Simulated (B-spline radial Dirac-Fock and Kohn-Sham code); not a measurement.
**Photoelectron lines of Al⁶⁺ at 800 eV**

System: aluminum as Al⁶⁺ in the configuration 1s2 2s2 2p3.

Input file task.json (cfg lists n, l and occupation; rrms is the nuclear radius in fm):

```json
{"items": [{
  "Z": 13,
  "q": 6,
  "cfg": [[1, 0, 2], [2, 0, 2], [2, 1, 3]],
  "A": 27,
  "rrms": 3.061,
  "do": ["binding", "quiet", "photo", "scan"],
  "hv": [25.4, 29.1, 35.5, 36.8, 62.6, 147.0, 449.0, 607.0, 800.0, 904.0, 997.0, 1230.0, 1970.0, 2190.0, 3820.0, 3980.0, 4710.0, 6270.0, 7890.0, 14200.0, 26400.0, 34100.0, 64300.0, 68800.0]
}]}
```

Launch: `python xray_run.py task.json out`

These are calculated numbers from a radial finite-basis atomic code; the model is independent-particle photoionisation in a Dirac-Hartree-Slater potential with a Latter tail, all multipoles, thresholds from Dirac-Fock ΔSCF. The asymmetry parameter β is from the dipole term alone. Kinetic energies are from the vacuum level. Open shells are spread statistically over j, without multiplet splitting.

The last column is dσ/dΩ = σ/(4π) · [1 + β P₂(cos θ)] at θ = 0° from the polarisation vector of linearly polarised light.

| subshell | electrons | binding (eV) | kinetic (eV) | σ (kb) | β | dσ/dΩ (kb/sr) |
| --- | --- | --- | --- | --- | --- | --- |
| 2s | 2 | 269.6 | 530.4 | 50.6 | 2.00 | 12.1 |
| 2p1/2 | 1 | 236.9 | 563.1 | 12.2 | 1.26 | 2.19 |
| 2p3/2 | 2 | 236.4 | 563.6 | 24.0 | 1.26 | 4.33 |

Branching ratios of the spin-orbit partners (statistical value in brackets): 2p 1.97 (2.00).

Run: 0.79 s of CPU time on 1 thread of Neoverse-V1 (shared host), peak memory 0.44 GiB.
